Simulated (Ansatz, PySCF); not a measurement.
Reaction (SMILES): O=c1cc1 + 4 C (CH4) -> C=C (C2H4) + C=O (CH2O) + 2 CC (C2H6)
Structures are relaxed separately at B3LYP-D3(BJ)/def2-TZVP in Ansatz (an electronic-structure program).
Geometry of the first species:
SMILES: c1c(=O)c1
```xyz
6

O      1.5195    -0.1901     0.0624
C      0.3298    -0.0413     0.0135
C     -1.0024    -0.5494    -0.0487
C     -0.8370     0.7796    -0.0268
H     -1.7398    -1.3393    -0.0889
H     -1.3582     1.7270    -0.0382
```
Charge 0, spin multiplicity 1.

Wanted: bond separation energy (electronic energy difference), in kJ/mol. Cores are frozen in the correlated levels unless marked. Spin-orbit coupling is left out. Non-relativistic. Basis-set limits of correlation are two-point, X^-3; Hartree-Fock from the larger set. [CCSD(T)-MP2]/basis is that difference in the basis named.

Level to compare with: RI-MP2/CBS(cc-pVTZ,cc-pVQZ)+[CCSD(T)-MP2]/cc-pVTZ (Ansatz), -108.6 kJ/mol. It is a level with limits of its own, and the differences hold the functionals' basis error too.

Q: Rank these functionals by how close they come to RI-MP2/CBS(cc-pVTZ,cc-pVQZ)+[CCSD(T)-MP2]/cc-pVTZ, closest first: r2SCANh/def2-TZVPD (Ansatz); M06-2X/def2-TZVPD (PySCF); B97M-V/def2-TZVPD (Ansatz); wB97X/def2-TZVPD (Ansatz).

A: wB97X/def2-TZVPD (range-separated hybrid, -95.0 kJ/mol, difference 13.6), M06-2X/def2-TZVPD (hybrid meta-GGA, -88.3 kJ/mol, difference 20.3), r2SCANh/def2-TZVPD (hybrid meta-GGA, -80.5 kJ/mol, difference 28.1), B97M-V/def2-TZVPD (meta-GGA with VV10, -69.8 kJ/mol, difference 38.8)
